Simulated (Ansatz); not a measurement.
## Cost against result

The pair of HBr (SMILES Br, atoms 1–2) and CH4O (SMILES CO, atoms 3–8), both closed shells, in one local arrangement (a lower one may exist), relaxed at PBE0-D4/def2-TZVP:

```csv
atom,x (Å),y (Å),z (Å)
Br1,0.2101,0.2283,-2.9374
H2,-0.2811,-0.0878,-1.5996
C3,0.3508,-0.0519,0.8967
O4,-0.7479,-0.3475,0.0465
H5,1.1602,-0.7209,0.6082
H6,0.0980,-0.2364,1.9445
H7,0.6904,0.9813,0.7773
H8,-1.4807,0.2350,0.2637
```

Interaction energies are counterpoise-corrected; the time is that of the whole pair.

Program: Ansatz 0.2.0. Basis: as named in each row. Cores are frozen in the correlated methods. Filled d shells of the heavier atoms are correlated. The def2 sets are not built for correlating such inner shells, so the correlated values are less sure here. B3LYP uses VWN-RPA correlation. Extrapolation: Hartree–Fock as exp(−7.88 √X), correlation as X^−2.97.

Times are rough, for one single point on 4 threads of a shared host (Arm Neoverse V1).

The estimate by CCSD(T) at an estimated basis limit (MP2 extrapolated from triple and quadruple zeta, plus CCSD(T) − MP2 in triple zeta) is -6.09 kcal/mol.

```json
{"method": "HF", "basis": "STO-3G", "time (s)": "under 1", "interaction energy (kcal/mol)": "-0.20", "method less estimate": "5.89"}
{"method": "PBE-D4", "basis": "STO-3G", "time (s)": "under 1", "interaction energy (kcal/mol)": "-9.49", "method less estimate": "-3.40"}
{"method": "SPW92", "basis": "def2-SVP", "time (s)": "under 1", "interaction energy (kcal/mol)": "-11.75", "method less estimate": "-5.66"}
{"method": "PBE-D4", "basis": "def2-SVP", "time (s)": "under 1", "interaction energy (kcal/mol)": "-7.87", "method less estimate": "-1.77"}
{"method": "B3LYP-D4", "basis": "6-31G", "time (s)": "under 1", "interaction energy (kcal/mol)": "-9.09", "method less estimate": "-3.00"}
{"method": "PBE0-D4", "basis": "def2-SVP", "time (s)": "under 1", "interaction energy (kcal/mol)": "-7.59", "method less estimate": "-1.50"}
{"method": "PBE-D4", "basis": "def2-TZVPPD", "time (s)": "2", "interaction energy (kcal/mol)": "-7.34", "method less estimate": "-1.25"}
{"method": "revPBE-D4", "basis": "def2-TZVPPD", "time (s)": "2", "interaction energy (kcal/mol)": "-6.30", "method less estimate": "-0.20"}
{"method": "BLYP-D4", "basis": "def2-TZVPPD", "time (s)": "2", "interaction energy (kcal/mol)": "-6.26", "method less estimate": "-0.17"}
{"method": "CCSD(T)", "basis": "def2-SVP", "time (s)": "2", "interaction energy (kcal/mol)": "-3.46", "method less estimate": "2.64"}
{"method": "HSE06-D4", "basis": "def2-TZVPPD", "time (s)": "2", "interaction energy (kcal/mol)": "-6.98", "method less estimate": "-0.89"}
{"method": "B3LYP-D4", "basis": "def2-TZVPPD", "time (s)": "3", "interaction energy (kcal/mol)": "-6.35", "method less estimate": "-0.26"}
{"method": "PBE0-D4", "basis": "def2-TZVPPD", "time (s)": "3", "interaction energy (kcal/mol)": "-6.98", "method less estimate": "-0.89"}
{"method": "wB97M-V", "basis": "def2-SVP", "time (s)": "3", "interaction energy (kcal/mol)": "-6.28", "method less estimate": "-0.18"}
{"method": "r2SCAN-D4", "basis": "def2-TZVPPD", "time (s)": "3", "interaction energy (kcal/mol)": "-7.21", "method less estimate": "-1.11"}
{"method": "B2PLYP", "basis": "def2-TZVPPD", "time (s)": "4", "interaction energy (kcal/mol)": "-5.30", "method less estimate": "0.80"}
{"method": "B97M-V", "basis": "def2-TZVPPD", "time (s)": "6", "interaction energy (kcal/mol)": "-5.91", "method less estimate": "0.19"}
{"method": "wB97X-V", "basis": "def2-TZVPPD", "time (s)": "7", "interaction energy (kcal/mol)": "-5.91", "method less estimate": "0.18"}
{"method": "wB97M-V", "basis": "def2-TZVPPD", "time (s)": "7", "interaction energy (kcal/mol)": "-5.82", "method less estimate": "0.28"}
{"method": "MP2", "basis": "def2-QZVPPD", "time (s)": "16", "interaction energy (kcal/mol)": "-6.70", "method less estimate": "-0.61"}
{"method": "CCSD(T)", "basis": "def2-TZVPPD", "time (s)": "98", "interaction energy (kcal/mol)": "-4.96", "method less estimate": "1.13"}
```

The T1 diagnostic stays at or below 0.010.
